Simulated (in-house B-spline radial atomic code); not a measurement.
P. Computed with a B-spline radial atomic code. Model: non-relativistic spherical atom: semilocal Troullier-Martins pseudo-atom, one channel per l, against all electrons, high spin, G0W0 and RPA with empty states to l = 8, local potential for every l without a channel, a model core (radius 0 = none) keeps its share of the functional.

What the tables leave out is listed at the end.

The pseudopotential gives back the lowest level of each angular momentum of its own functional in the configuration it was made in; a second state of the same l is only approximately right. Exact exchange, RPA and GW see the smooth pseudo-orbitals and miss the exchange with the core, for which the functional's share stands in. The column with an uncorrelated core keeps all orbitals and exact exchange, and so separates missing core correlation from pseudisation. Only the three outermost levels and the lowest empty one were computed. RPA here is direct RPA, with no exchange kernel, and its energies carry an (l + 1/2)⁻⁴ tail. A hybrid on a potential with a model core restores only its own semilocal share of the core's exchange.

Command:
```bash
python run_psgw.py task.json out
```
Settings (lengths in bohr, energies in hartree):
```
Z                      15
electrons              15
configuration          [Ne] 3s2 3p3
generated_in           [Ne] 3s2 3p3
functional             pbe,pbe
core_shells            2
radius_factor          0.8
core_correction        False
```

Run time, properties included: 27 s on 1 thread of Arm Neoverse N1 (shared host).

Given: made with PBE; model core radius 0 bohr; local radius 0.614 bohr; mean-field start PBE.

Valence shells of the generating configuration: 2p, 3s, 3p.

Channel: s 1.262, p 0.5 (radii in bohr).

Computed: largest level miss in the spin-unpolarised generating configuration 0.033 eV; valence RPA correlation energy pseudo -0.70842 hartree; all-electron RPA polarisability, core included 23.237 bohr³; pseudo-atom RPA polarisability 23.428 bohr³.

```tsv
level	occupied	mean-field all-electron (eV)	mean-field pseudo minus all (eV)	G0W0 all-electron (eV)	G0W0 uncorrelated core minus all (eV)	G0W0 pseudo minus all (eV)	exchange self-energy all-electron (eV)	exchange self-energy pseudo (eV)
3p up	1	-6.2938	0.032	-10.093	0.01	0.181	-16.823	-16.283
3p down (empty)	0	-3.7374	0.051	-1.0975	0.013	0.162	-3.8341	-3.3394
```

Problem. What is the valence RPA correlation energy all-electron orbitals?

Solution. -0.58116 hartree.

Given: mean-field start PBE0.

Computed: valence RPA correlation energy pseudo -0.67666 hartree; all-electron RPA polarisability, core included 19.574 bohr³; pseudo-atom RPA polarisability 19.924 bohr³.

```
          level  occupied  mean-field all-electron (eV)  mean-field pseudo minus all (eV)  G0W0 all-electron (eV)  G0W0 uncorrelated core minus all (eV)  G0W0 pseudo minus all (eV)  exchange self-energy all-electron (eV)  exchange self-energy pseudo (eV)
          3p up         1                       -7.5331                              0.09                 -10.456                                  0.011                       0.207                                 -16.846                           -16.272
        3s down         1                       -13.139                            -0.181                 -16.159                                 -0.027                      -0.484                                 -15.349                           -14.694
3p down (empty)         0                        -2.664                             0.085                -0.78832                                  0.012                       0.145                                 -3.5106                            -3.071
```

Problem. What is the valence RPA correlation energy all-electron orbitals?

Solution. -0.54999 hartree.

Given: mean-field start Hartree-Fock.

Computed: valence RPA correlation energy all-electron orbitals -0.48048 hartree; valence RPA correlation energy pseudo -0.60432 hartree; pseudo-atom RPA polarisability 14.913 bohr³.

```csv
level,occupied,mean-field all-electron (eV),mean-field pseudo minus all (eV),G0W0 all-electron (eV),G0W0 uncorrelated core minus all (eV),G0W0 pseudo minus all (eV),exchange self-energy all-electron (eV),exchange self-energy pseudo (eV)
3p up,1,-10.67,0.33,-10.919,0.011,0.268,-16.704,-16.01
3s down,1,-15.134,-1.044,-16.362,-0.02,-0.723,-14.892,-15.179
3s up,1,-22.755,-0.444,-20.442,-0.022,-0.377,-22.596,-21.861
```

Problem. What is the all-electron RPA polarisability, core included?

Solution. 14.327 bohr³.

Among the listed levels the largest G0W0 shift of the pseudo-atom is -0.72 eV, for 3s down on the Hartree-Fock start, while leaving the core uncorrelated moves that level by -0.02 eV. So pseudisation and the lost core exchange, not the missing core correlation, make the error. Not in the tables (levels of low weight, unsolved or above zero; the highest and the empty levels are kept at any weight): on PBE the G0W0 levels 3s down (pseudo minus all -0.36 eV, weights 0.71 and 0.74), 3s up (pseudo minus all +0.03 eV, weights 0.07 and 0.07); on PBE0 the G0W0 levels 3s up (pseudo minus all -0.36 eV, weights 0.30 and 0.33).
